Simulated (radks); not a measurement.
The iodine ion I4+, 49 electrons, occupied as [Kr] 4d10 5s2 5p1.

All-electron calculation, Dirac Kohn-Sham, PBE, spin-unpolarised, spherical densities, point nucleus; open shells fill j = l - 1/2 first. Program: a radial shooting solver on a logarithmic mesh with Libxc functionals.

Energy parts (eV):
part                       energy
total                 -193619.750
kinetic                205246.081
electron-nucleus      -468377.031
Hartree                 74415.534
exchange-correlation    -4904.335

Orbitals (lengths in bohr, moments of r in powers of bohr; <r^-3> diverges for s and p1/2; r(max) is where P^2 peaks):
orbital  occ.  eigenvalue (eV)      <r>     <r^2>  <r^-3>   r(max)
1s1/2       2        -33006.86  0.02722  0.001005       -  0.01753
2s1/2       2        -5136.398   0.1167   0.01613       -  0.09925
2p1/2       2        -4821.883  0.09846   0.01193       -  0.07613
2p3/2       4        -4523.127   0.1041   0.01322    5230  0.08092
3s1/2       2        -1072.898   0.3137    0.1126       -   0.2858
3p1/2       2        -942.8960   0.3040    0.1074       -   0.2723
3p3/2       4        -886.6652   0.3155    0.1155    1006   0.2829
3d3/2       4        -657.7102   0.2864   0.09719   161.0   0.2300
3d5/2       6        -645.8859   0.2901   0.09954   148.9   0.2330
4s1/2       2        -225.3133   0.7393    0.6175       -   0.6806
4p1/2       2        -179.9134   0.7716    0.6782       -   0.6985
4p3/2       4        -168.9346   0.7994    0.7279   196.8   0.7227
4d3/2       4         -95.8329   0.9062    0.9579   24.17   0.7722
4d5/2       6         -94.0952   0.9169    0.9806   22.15   0.7806
5s1/2       2         -57.3470    1.786     3.566       -    1.630
5p1/2       1         -45.6562    1.992     4.449       -    1.799
5p3/2       0         -44.0458    2.055     4.729   29.05    1.860

The highest occupied level is 5p1/2 at -45.656 eV. Summed over all electrons, <r^2> = 28.80 bohr^2, which gives a Langevin (diamagnetic) susceptibility term of -22.8 x 10^-6 cm^3/mol. For comparison, the ionisation energy in NIST's Atomic Spectra Database is 51.52 eV (measured). In exact Kohn-Sham theory the highest level is minus the ionisation energy, but local and semilocal functionals leave it too shallow, through self-interaction and a potential that decays too fast; potentials with the right tail come closer. The density falls to 0.001 e/bohr^3 at r = 3.37 bohr.

Beside tabulated values, note that spin-unpolarised runs miss the spin-polarisation part of the exchange energy of open shells.
